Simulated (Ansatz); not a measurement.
Computed with Ansatz on PBE0-D4/def2-TZVP structures; ΔE is electronic, products minus reactants. CBS: MP2 limit from def2 TZ/QZ plus the TZ coupled-cluster correction, frozen cores. This one scheme is used for every species. Functionals use def2-TZVPP. Each species was taken in one conformer, which may not be the lowest.

Consider the ligand exchange at a B–Cl bond: `CC(C)OB(O)Cl` + H–F → `CC(C)OB(O)F` + HCl.

CCSD(T)/CBS gives -52.1 kJ/mol.

Q: Another level gave -60.2 kJ/mol. Which?
A. B2PLYP/def2-TZVPP
B. PBE0-D4/def2-TZVPP
C. SCS-MP2/def2-TZVPP
D. HF/def2-TZVPP

A: A. B2PLYP -60.2, PBE0-D4 -51.2, SCS-MP2/def2-TZVPP -55.3, HF/def2-TZVPP -77.7 kJ/mol.

Largest T1 diagnostic among the species: 0.011.

In def2-TZVPP, CCSD(T) changes the Hartree–Fock value by +21.1 kJ/mol (the triples alone add +4.3 kJ/mol) and MP2 by +29.3 kJ/mol. The D4 term adds +6.7 kJ/mol with B3LYP and +3.7 kJ/mol with PBE0; it sums over pairs of atoms, weighted by their polarisabilities, and B3LYP, whose exchange is more repulsive, gets the larger term.

B3LYP here is the variant with VWN-RPA as its local correlation; programs differ in this.
